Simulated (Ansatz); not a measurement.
Input file for Ansatz (a first-principles code): R-MP2/aug-cc-pVTZ on isocyanic acid (SMILES N=C=O), atoms moved off the minimum.

Ansatz 0.2 input:
```yaml
crystal:
  periodic: [false, false, false]
  atoms:
    - {symbol: N, position_ang: [-1.15315491, 0.21522673, 0.25604093]}
    - {symbol: C, position_ang: [0.06051551, -0.05518872, -0.00686805]}
    - {symbol: O, position_ang: [1.16848769, -0.21861426, -0.37242407]}
    - {symbol: H, position_ang: [-1.70474342, -0.21599682, 0.81330797]}
basis:
  gaussian:
    orbitals: aug-cc-pVTZ
magnetization: {spin_polarized: false}
correlation: {method: mp2, electrons: outside_noble_gas}
scf: {lower_state_search: off}
output: {forces: true}
```

It printed:

```
WARN ansatz: RAYON_NUM_THREADS=1 ignored (pool sized by the plan → 1); use --threads N
Functional definition: HF
these checks for a lower state are left out or cut short: starts, cluster_reference, orbital_swaps, neighbouring_geometries, increment
integrals: 0.17 GiB planned
965 factors; integrals over basis functions are off by at most 9.7e-4 eV
mean field: 0.32 GiB planned
mean field evaluation 1: about -4563.6933 eV, gradient 3.8e1 eV
mean field evaluation 2: about -4563.6947 eV, gradient 3.8e1 eV
mean field evaluation 4: about -4566.2879 eV, gradient 2.7e0 eV
mean field evaluation 8: about -4566.3156 eV, gradient 2.0e-1 eV
mean field -4566.31603602 eV, -167.8090191634 hartree, gradient 1.4e-6 eV, S^2 0.000000; 0 other end points of the search recorded, 0 dependent functions left out
3 core orbitals not correlated
reference -4566.31603602 eV, -167.8090191634 hartree; 8, 8 occupied and 150, 150 virtual orbitals, 965 factors
densities: 0.36 GiB planned
second order -16.14304643 eV of doubles, -0.00000000 eV of singles
the calculation of the forces begins
Total energy: -4582.45908245 eV, -168.4022651776 hartree
Atom 0 at    -1.153155     0.215227     0.256041 Å, force     8.488190     3.133894    -5.710772 eV/Å
Atom 1 at     0.060516    -0.055189    -0.006868 Å, force    -3.427266     0.272835     0.754723 eV/Å
Atom 2 at     1.168488    -0.218614    -0.372424 Å, force    -0.658414     0.313464     0.236385 eV/Å
Atom 3 at    -1.704743    -0.215997     0.813308 Å, force    -4.402511    -3.720193     4.719664 eV/Å
Dipole moment:    -0.234451    -0.153029     0.223903 e Å
Checks for a lower state left out: starts, cluster_reference, orbital_swaps, neighbouring_geometries, increment
```

Self-consistency was reached.

Cost: about 8 core-seconds (a rough figure).
